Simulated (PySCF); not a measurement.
## Deuteron quadrupole couplings in `C[Si@@H](O[SiH3])N([SiH3])[SiH3]`

CH₁₃NOSi₄.
Cartesian coordinates in Å at the PBE0-D3(BJ)/def2-SVP level; atoms count from 1:
```
atom  x, y, z in Å
C1     1.1851    1.4508   -1.8078
Si2    0.7631   -0.1739   -0.9974
O3     1.6819   -0.3969    0.3694
Si4    2.9656    0.0804    1.3024
N5    -0.8796   -0.2146   -0.4075
Si6   -2.2375   -0.1512   -1.5083
Si7   -1.1544   -0.3898    1.3196
H8     1.0276    2.2834   -1.1044
H9     0.5478    1.6240   -2.6894
H10    2.2340    1.4670   -2.1429
H11    1.0162   -1.3078   -1.9338
H12    3.6458   -1.1275    1.8492
H13    3.9364    0.8668    0.4807
H14    2.4801    0.9308    2.4286
H15   -3.0719    1.0712   -1.2970
H16   -3.1223   -1.3476   -1.3700
H17   -1.6837   -0.1165   -2.8980
H18   -0.5383    0.7219    2.1042
H19   -0.6618   -1.6924    1.8564
H20   -2.6388   -0.3317    1.5058
```

Level: PBE0/pcSseg-1 (PySCF, non-relativistic); Q(2H) = 0.00286 b; rigid geometry, the same for H and D, with no vibrational averaging.

Give the electric field gradient Vzz (the principal value of largest size), its asymmetry and the 2H coupling at each hydrogen.

```tsv
atom	bonded to	bond length (Å)	Vzz (au)	η	χzz (kHz)
H8	C1	1.101	0.2972	0.02	200
H9	C1	1.102	0.2966	0.01	199
H10	C1	1.101	0.2973	0.01	200
H11	Si2	1.492	0.1378	0.02	93
H12	Si4	1.490	0.1391	0.03	94
H13	Si4	1.495	0.1362	0.05	92
H14	Si4	1.492	0.1377	0.03	93
H15	Si6	1.495	0.1380	0.03	93
H16	Si6	1.494	0.1382	0.04	93
H17	Si6	1.496	0.1363	0.07	92
H18	Si7	1.494	0.1393	0.04	94
H19	Si7	1.492	0.1402	0.04	94
H20	Si7	1.497	0.1353	0.08	91
```

Average by the element that carries the hydrogen.

on C: 200 kHz over 3 positions, mean bond length 1.101 Å; on Si: 93 kHz over 10 positions, mean bond length 1.494 Å.

A static deuteron (I = 1) shows a doublet split by (3/2)χ, (3/4)χ(1 + η) and (3/4)χ(1 − η) with the field along z, y and x of the gradient. What are these for H16?

With |χ| = 92.9 kHz and η = 0.040: 139, 72 and 67 kHz, to first order and without motion.

One conformer (not necessarily the lowest) at the PBE0-D3(BJ)/def2-SVP geometry, without solvent, vibrations or thermal averaging. With so small a basis the couplings can be 20 % off.
